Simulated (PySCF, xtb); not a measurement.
C₂H₈BNO₂, SMILES COCB(N)O.

xtb 6.7.1 with GFN2-xTB at its own geometry gives an orbital gap of 6.88 eV and a dipole moment of 1.35 D.

Geometry optimised at B3LYP-D3(BJ)/def2-SVP. The structure was generated by enumeration, and PubChem lists no compound with its InChIKey, so it may never have been made. Other conformers were not sampled.

What does PySCF with PBE0/def2-TZVP give? (An estimate is asked for; the answer gives what the named calculation found.)

gap 8.26 eV (levels -7.40 and 0.86 eV), dipole 1.40 D.
